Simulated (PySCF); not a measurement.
Atoms are numbered as in `[CH3:1][C:2]#[C:3][C:4]1=[CH:5][CH2:6][CH:7]=[CH:8]1`; H(Xn) means a hydrogen on atom n.

Geometry: GFN2-xTB; GIAO absolute shieldings from PySCF 2.14.0 with density-fitted response routines, gas phase, non-relativistic, averaged over equivalent atoms.

At wB97X-D/6-31G* (128 basis functions, 14 s wall time on 1 thread of an Arm Neoverse V2, shared host):
| atoms | σ (ppm) |
| --- | --- |
| C5 | 62.4 |
| C8 | 65.9 |
| C7 | 67.5 |
| C4 | 71.4 |
| C2 | 111.8 |
| C3 | 125.3 |
| C6 | 156.8 |
| C1 | 191.3 |
| H(C5) | 26.00 |
| H(C8) | 26.02 |
| H(C7) | 26.16 |
| H(C6) | 29.76 |
| H(C1) | 30.59 |

What do these become at X3LYP/6-311G**?

Results:


```csv
atoms,σ at X3LYP/6-311G**,change
C5,41.3,-21.1
C8,43.7,-22.2
C7,45.5,-22.0
C4,50.3,-21.1
C2,90.8,-21.0
C3,105.5,-19.8
C6,139.5,-17.3
C1,180.8,-10.5
H(C5),25.52,-0.48
H(C8),25.56,-0.46
H(C7),25.67,-0.49
H(C6),29.09,-0.67
H(C1),30.03,-0.56
```

The largest change is at C8 (alkene CH). Cost: 192 basis functions, 21 s wall time on 1 thread of an Arm Neoverse V2, shared host. The order of the carbon signals is the same at both levels.
